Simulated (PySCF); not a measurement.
(F)3Zr-NH-SiH3 (singlet state).
Bonds: Zr1–F2, Zr1–F3, Zr1–F4, Zr1–N5, N5–Si6. Hydrogens: H7 on N5; H8, H9, H10 on Si6.

Computed, not measured: PBE0-D3(BJ)/def2-SVP geometry optimisation, gas phase, def2 core potentials past Kr in PySCF.

**Question.** How far are the bound atoms from Zr1?

**Answer.** 4 atoms: F3 1.904 Å, F4 1.905 Å, F2 1.906 Å, N5 2.026 Å. The nearest atom not counted as bound is H7, at 2.66 Å.

**Question.** List the angles at Zr1.

**Answer.** 
| angle | degrees | distance of the outer atoms (Å) |
| --- | --- | --- |
| F3–Zr1–F4 | 114.7 | 3.21 |
| F2–Zr1–F3 | 109.7 | 3.11 |
| F2–Zr1–N5 | 109.3 | 3.21 |
| F3–Zr1–N5 | 108.3 | 3.19 |
| F2–Zr1–F4 | 107.6 | 3.07 |
| F4–Zr1–N5 | 107.1 | 3.16 |

**Question.** What is the shape at Zr1?

**Answer.** Distorted tetrahedral: angles from 107.1° to 114.7°; τ4 = (360° − α − β)/141° = 0.96 with α and β the two widest (0 for a square, 1 for a tetrahedron).

**Question.** What are the other bond lengths?

**Answer.** N5–Si6 1.754 Å; N5–H7 1.023 Å; Si6–H8, Si6–H9, Si6–H10 1.494 Å.

**Question.** Give some angles away from the centre.

**Answer.** Zr1–N5–Si6 129.4°.

**Question.** What are the rotational constants (commonest isotopes, rigid rotor)?

**Answer.** A = 2632, B = 1024, C = 1006 MHz: a near-prolate asymmetric top.

Point group: C1 (no symmetry element, even within 0.4 Å). Charge 0, singlet. Stationary, but not proved a minimum.

Time: 2.8 min; peak memory 0.51 GiB. Hardware: an INTEL XEON PLATINUM 8581C at 2.10 GHz with one thread, no GPU (shared host). These figures are those of the optimisation.
